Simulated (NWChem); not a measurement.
Molecule: C$_{2}$H$_{2}$BCl; SMILES C#CBCl

```xyz
6

B     -0.7765     0.0588     0.0000
C     -0.1395    -1.3140     0.0000
C      0.3501    -2.4301     0.0000
H      0.7872    -3.4135     0.0000
Cl     0.2236     1.4928     0.0000
H     -1.9703     0.2076     0.0000
```
Atoms are numbered in this order, from 1.

Results from NWChem. Geometry: optimised at PBE0/def2-SVP. Total energies compare along this basis series because the functional is fixed.

```csv
level,basis functions,energy (Ha),highest occupied level (eV),orbital gap (eV),dipole (D)
TPSS/pcseg-1,70,-562.4402,-7.34,4.19,[?]
TPSS/aug-pcseg-1,114,-562.4442,-7.33,4.19,1.56
TPSS/pcseg-2,152,-562.5349,-7.33,4.19,1.54
TPSS/STO-3G,26,-556.2200,-5.63,4.68,1.82
TPSS/def2-SVP,70,-562.2610,-7.19,4.22,1.45
```

**Question.** Some entries are withheld; supply them.

**Answer.** 
- TPSS/pcseg-1, dipole (D): 1.69
